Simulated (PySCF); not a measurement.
NICS in isomers of C9H8O.

Probes without a nucleus sit at each ring's centroid and 1 Å off its mean plane on both sides; NICS is minus the shielding there, NICSzz its component along the normal. Level: GIAO PBE0/pcSseg-1 (PySCF, non-relativistic, gas phase) on the GFN2-xTB geometries, one conformer each. Atom numbers follow the mapped SMILES.

Question: Order these rings by mean NICS(1)zz, lowest (most negative) first (ppm).
A. ring C5–C6–C7–C8–C9–C10 in `[CH3:1][c:2]1[cH:3][o:4][c:5]2[cH:6][cH:7][cH:8][cH:9][c:10]12`
B. ring C5–C6–C7–C8–C9–C10 in `[CH2:1]=[CH:2][C:3](=[O:4])[c:5]1[cH:6][cH:7][cH:8][cH:9][cH:10]1`
C. ring C4–C5–C6–C7–C8–C10 in `[CH3:1][C:2]#[C:3][c:4]1[cH:5][cH:6][cH:7][c:8]([OH:9])[cH:10]1`
D. ring C5–C6–C7–C8–C9–C10 in `[O:1]=[CH:2]/[CH:3]=[CH:4]/[c:5]1[cH:6][cH:7][cH:8][cH:9][cH:10]1`

Answer: A (-30.3), B (-27.8), D (-26.7), C (-25.3).

| SMILES | ring | NICS(0) | NICS(1) | NICS(1)zz | HOMA | rms pucker (Å) | ring atoms with four or more neighbours |
| --- | --- | --- | --- | --- | --- | --- | --- |
| Cc1coc2ccccc12 | 6-membered carbocycle; formal bonds all aromatic | -10.5 | -12.1 | -30.3 | 0.97 | 0.00 | 0 |
| C=CC(=O)c1ccccc1 | 6-membered carbocycle; formal bonds all aromatic | -8.1 | -11.2 | -27.8 | 0.99 | 0.00 | 0 |
| O=C/C=C/c1ccccc1 | 6-membered carbocycle; formal bonds all aromatic | -7.5 | -10.7 | -26.7 | 0.98 | 0.00 | 0 |
| CC#Cc1cccc(O)c1 | 6-membered carbocycle; formal bonds all aromatic | -9.3 | -10.6 | -25.3 | 0.99 | 0.00 | 0 |

NICS(0) gives another order. The isotropic NICS(1) gives the same order. HOMA uses Krygowski's 1993 parameters. NICS(1) and NICS(1)zz are means over the two faces.
